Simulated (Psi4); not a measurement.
Internal rotation in SMILES S[CH2][GeH3] (CH6GeS). Scanned: dihedral H4–S1–C2–Ge3; all other coordinates were relaxed at GFN2-xTB. Points at φ and −φ are mirror images. Heavy atoms are numbered in the order of the SMILES S[CH2][GeH3], hydrogens after them in the order of the atoms that carry them; the mirror image has the same energies with the sign of each dihedral reversed.

Levels of theory: HF/cc-pVTZ // GFN2-xTB (Psi4); MP2/cc-pVTZ = DF-MP2 (frozen core)/cc-pVTZ // GFN2-xTB in Psi4.

Energies relative to the lowest point of each profile, in kJ/mol:

```csv
φ / °,HF/cc-pVTZ
-150,2.59
-120,5.99
-90,3.54
-60,0.00
-30,1.35
0,3.36
30,1.35
60,0.00
90,3.54
120,5.99
150,2.59
180,0.31
```

Q: What does MP2/cc-pVTZ give at the same points?

A: -150: 3.65; -120: 7.13; -90: 4.24; -60: 0.00; -30: 0.90; 0: 2.97; 30: 0.90; 60: 0.00; 90: 4.24; 120: 7.13; 150: 3.65; 180: 1.41 (kJ/mol).
